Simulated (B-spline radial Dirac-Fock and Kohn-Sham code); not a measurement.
## Run log: Ho

ΔSCF core binding energies without Breit or QED terms, calculated with a radial finite-basis atomic code. Keys: rel is the Hamiltonian (dirac, or spin-free x2c and nr, where L3 and M5 stand for the whole 2p and 3d shells), method is hf or an exchange,correlation pair (spin-unpolarised, also for the hole states), nuc the nuclear model, radius_factor scales its radius, rmax is the box in bohr, h the logarithmic mesh step, order the B-spline order, points the quadrature points per cell, c_factor scales the speed of light, and damp, ndamp, maxit and tol steer the iteration. The run stops when the commutator error falls below 10·tol·max(1, Z/10), or the numerical noise floor, and the energy has settled to about 1e-8 Ha; the virial ratio is −V/T.

Input (task.json):

```json
{"items": [{"Z": 67, "q": 0, "cfg": [[1, 0, 2], [2, 0, 2], [2, 1, 6], [3, 0, 2], [3, 1, 6], [3, 2, 10], [4, 0, 2], [4, 1, 6], [4, 2, 10], [4, 3, 11], [5, 0, 2], [5, 1, 6], [6, 0, 2]], "A": 165, "rrms": 5.2022, "do": "settings", "holes": ["K", "L3", "M5"],
  "settings": [{"rel": "dirac", "method": "hf", "nuc": "fermi", "radius_factor": 1.0, "rmax": 30.0, "h": 0.3, "order": 8, "points": 10, "c_factor": 1.0, "maxit": 60, "damp": 0.5, "ndamp": 3, "tol": 1e-08}]}]}
```

Command: `python xray2_run.py task.json out`

Ground-state iterations:

```
iter   energy (Ha)        error
   1   -12620.46111514  2.14e+00
   2   -12620.66120933  2.37e-01
   3   -12621.32374511  5.10e-02
   4   -12621.37100693  2.10e-02
   5   -12621.36471482  2.92e-02
   6   -12621.37642908  4.80e-03
   7   -12621.37678369  3.27e-04
   8   -12621.37679088  1.39e-04
   9   -12621.37679171  1.37e-05
  10   -12621.37679173  7.00e-06
  11   -12621.37679173  2.18e-07
```

The ground state converged in 11 iterations, with total energy -12621.37679 Ha, virial ratio 1.90915 and highest orbital energy -5.17 eV. ΔSCF binding energies: K (1s) 55867.5 eV, L3 (2p3/2) 8091.6 eV, M5 (3d5/2) 1355.0 eV.
